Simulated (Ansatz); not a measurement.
Molecule: ReCl, net charge 0, quintet state. The spin state was set by rule; other spins were not relaxed. 
Geometry from a B3LYP-D3(BJ)/def2-TZVP (Ansatz, a quantum-chemistry and plane-wave program) optimisation:
SMILES: [Cl][Re]
```xyz
2

Re     0.0000     0.0000    -0.4084
Cl     0.0000     0.0000     1.8020
```
Charge 0, spin multiplicity 5.

Parts of the frozen-core correlation energy in def2-SVP (Ansatz, hartree). Frozen orbitals: 9; correlated occupied orbitals by spin: 9 and 5; virtual: 32 and 36. UHF or UKS for open shells. Spin-orbit coupling is left out. In def2 rows, elements after Kr have scalar-relativistic effective core potentials.

| term | value |
|---|---|
| reference (HF) | -536.89541 |
| MP2 opposite-spin | [?] |
| MP2 same-spin | [?] |
| CCSD correlation | [?] |
| (T) | -0.00736 |
| CCSDT minus CCSD(T) | -0.00128 |
| T1 diagnostic | 0.069 |
| largest doubles amplitude | 0.056 |
| <S^2> of the reference | 6.586 |

Question: Some entries are withheld; supply them.

Answer: 
- MP2 opposite-spin, value: -0.14503
- MP2 same-spin, value: -0.08453
- CCSD correlation, value: -0.25682
